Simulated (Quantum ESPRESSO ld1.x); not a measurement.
Problem. Xe II, configuration [Kr] 4d10 5s2 5p5 (the NIST ground configuration). Calculated with ld1.x of Quantum ESPRESSO 7.5: Dirac Kohn-Sham, PBE, spin-unpolarised, spherical densities, point nucleus; open shells are shared between the two j in proportion to 2j + 1.

Spin-orbit splittings of the eigenvalues, e(l+1/2) - e(l-1/2), with zeta = 2 splitting/(2l+1) and mean radii in bohr:

| shell | occ. | splitting (eV) | zeta (eV) | <r> j=l-1/2 | <r> j=l+1/2 |
|---|---|---|---|---|---|
| 2p | 6 | 324.6 | 216.4 | 0.09621 | 0.1020 |
| 3p | 6 | ? | ? | 0.2962 | 0.3078 |
| 3d | 10 | 13.03 | 5.212 | 0.2787 | 0.2824 |
| 4p | 6 | 12.30 | 8.198 | 0.7458 | 0.7736 |
| 4d | 10 | 1.987 | 0.7949 | 0.8698 | 0.8807 |
| 5p | 5 | 1.381 | 0.9208 | 2.125 | 2.219 |

Estimate the 3p splitting.

Solution. 61.66 eV (zeta = 41.11 eV).
